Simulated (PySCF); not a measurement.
Method: PySCF energies plus ideal-gas RRHO corrections (1 bar). 'Table' is the NASA 1993 thermochemical table (part measured, part estimated). All species are closed-shell singlets. Pb: scalar-relativistic def2 core potential, no spin-orbit coupling. The harmonic model lacks anharmonicity and excited electronic states, which grow with temperature; levels with a mode under 35 cm⁻¹ are left out. The table's entry may be an old estimate for PbF2 (not checked at source).

Harmonic frequencies at PBE/def2-SVP (cm⁻¹): 157, 533, 542. Point group C2v; S°(298 K) = 292.6 J/mol/K at this level.

**Question.** Work out Cp and S° of gaseous PbF2 at 500, 800, 1200, 1600, 2000 K from these, and set them beside the table.

**Answer.** 
```csv
T (K),Cp PBE/def2-SVP,Cp table,S° PBE/def2-SVP,S° table
500,55.1,55.1,320.1,320.2
800,56.9,56.9,346.5,346.6
1200,57.6,57.6,369.8,369.8
1600,57.9,57.9,386.4,386.5
2000,58.0,58.0,399.3,399.4
```
Units J/mol/K.
